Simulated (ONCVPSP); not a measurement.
**Which change was made? (Zn, ONCV)**

- Element: Zn
- Generator: ONCVPSP 4.0.1
- Type: optimised norm-conserving Vanderbilt (ONCV)
- Functional: PBE
- Relativity: scalar-relativistic
- Frozen core: [Ne]
- Valence charge: 20
- Reference configuration: 3s2 3p6 3d10 4s2
- Partial waves: 3s+4s: rc 0.95 bohr, ncon 4, nbas 7, qcut 13.2 1/bohr, 2 projectors; 3p: rc 0.90 bohr, ncon 4, nbas 7, qcut 18 1/bohr, 2 projectors, debl 3.4 Ha; 3d: rc 1.40 bohr, ncon 5, nbas 10, qcut 13.4 1/bohr, 2 projectors, debl 2.7 Ha
- Local potential: polynomial inside 0.70 bohr (lpopt 1, dvloc0 1 Ha)
- Core correction: Teter function fitted to the true core (icmod 2), fcfact 0.65

Cutoffs, loose and tight: the cutoffs (Ha) at which the residual kinetic energy of the hardest occupied pseudo-wave falls to 1 and 0.1 mHa per electron. They do not see the model core or the augmentation charge, which bear on the density cutoff. Test errors are all-electron minus pseudo excitation energies from the reference, over the configurations 3s2 3p6 3d10 4s1; 3s2 3p6 3d10 4s0; 3s2 3p6 3d9 4s0; 3s2 3p6 3d8 4s0; variants that change the core or the reference have their own tests.

The base gives: outcome: generated; cutoff, loose: 73 Ha; cutoff, tight: 101 Ha; bound ghosts: none; GHOST(+) flags above zero: none; largest test error (meV): +161.

**Question.** After one change the result is: outcome: generated; cutoff, loose: 91 Ha; cutoff, tight: 114 Ha; bound ghosts: none; GHOST(+) flags above zero: s; largest test error (meV): +95. Which change was it?
A. all radii but the core radius scaled by about 1.15 (s 1.10, p 1.04, d 1.60 bohr); local potential polynomial inside 0.80 bohr (lpopt 1, dvloc0 1 Ha)
B. all radii but the core radius scaled by about 0.90 (s 0.86, p 0.82, d 1.26 bohr); local potential polynomial inside 0.64 bohr (lpopt 1, dvloc0 1 Ha)
C. all radii but the core radius scaled by about 1.29 (s 1.22, p 1.16, d 1.80 bohr); local potential polynomial inside 0.90 bohr (lpopt 1, dvloc0 1 Ha)

**Answer.** B. The others give: all radii but the core radius scaled by about 1.29 (s 1.22, p 1.16, d 1.80 bohr); local potential polynomial inside 0.90 bohr (lpopt 1, dvloc0 1 Ha) → outcome: failed: ERROR pspot: first pseudo wave function has node, program will stop | all radii but the core radius scaled by about 1.15 (s 1.10, p 1.04, d 1.60 bohr); local potential polynomial inside 0.80 bohr (lpopt 1, dvloc0 1 Ha) → outcome: generated; cutoff, loose: 58 Ha; cutoff, tight: 65 Ha; bound ghosts: none; GHOST(+) flags above zero: none; largest test error (meV): +299.
